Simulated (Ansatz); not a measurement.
```yaml
crystal:
  periodic: [false, false, false]
  atoms:
    - {symbol: K, position_ang: [-3.756339, 0.662647, 0.027595]}
    - {symbol: K, position_ang: [-0.417760, -2.319974, -0.105228]}
    - {symbol: K, position_ang: [-4.582777, -3.865920, -0.164289]}
    - {symbol: K, position_ang: [-1.181319, -6.690473, -0.367280]}
    - {symbol: K, position_ang: [0.408931, 2.319724, 0.128127]}
    - {symbol: K, position_ang: [2.971991, -5.188656, -0.304267]}
    - {symbol: K, position_ang: [1.192032, 6.688795, 0.324188]}
    - {symbol: K, position_ang: [4.586135, 3.854716, 0.266388]}
    - {symbol: K, position_ang: [3.747766, -0.659969, 0.026863]}
    - {symbol: K, position_ang: [-2.968660, 5.199121, 0.167923]}
basis:
  gaussian: {orbitals: def2-TZVP, initial_orbitals: start.molden}
hamiltonian: {xc: {name: CAM-B3LYP}}
scf: {omitted_lower_state_checks: [starts]}
output: {orbitals: {seedname: orbitals}}
```

The file start.molden holds the orbitals of an earlier run on this structure, at another level or in another basis.

```sh
$ ansatz run in.yaml --threads 4 --pin off --events-out ev --progress --plain --max-ram 4787MiB
```

Does this run fit into the memory that it is given?

No. It has 330 basis functions, and Ansatz plans for 7 GiB where 5 GiB are given.
